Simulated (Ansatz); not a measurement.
Ansatz (an electronic-structure program) input:

Ansatz 0.2 input:
```yaml
crystal:
  periodic: [false, false, false]
  atoms:
    - {symbol: Si, position_ang: [-0.11189245, 0.09935110, -0.03078866]}
    - {symbol: O, position_ang: [-0.41844932, -1.07116168, 1.18601955]}
    - {symbol: N, position_ang: [-1.18303284, 1.26259180, -0.47233330]}
    - {symbol: N, position_ang: [1.31391837, 0.85209903, 0.70339173]}
    - {symbol: N, position_ang: [0.35967771, -1.02055120, -1.34182582]}
    - {symbol: H, position_ang: [-0.97363936, -1.76538754, 0.82096811]}
    - {symbol: H, position_ang: [-1.92176411, 0.98675729, -1.11140528]}
    - {symbol: H, position_ang: [1.47450664, 0.54162997, 1.65337577]}
    - {symbol: H, position_ang: [1.19927848, 1.85785618, 0.71204869]}
    - {symbol: H, position_ang: [1.18914072, -1.56949739, -1.14171234]}
    - {symbol: H, position_ang: [0.51262378, -0.53195811, -2.21501860]}
basis:
  gaussian:
    orbitals: def2-TZVPD
hamiltonian:
  xc: {name: B97M-V}
total_charge: -1
output: {forces: true}
```

Problem. What final total energy does it print?

Solution. -532.72794 Eh (B97M-V/def2-TZVPD). The basis has 248 functions.

It need not be the lowest isomer of its formula. Whether it binds its extra electron was not tested at this geometry.
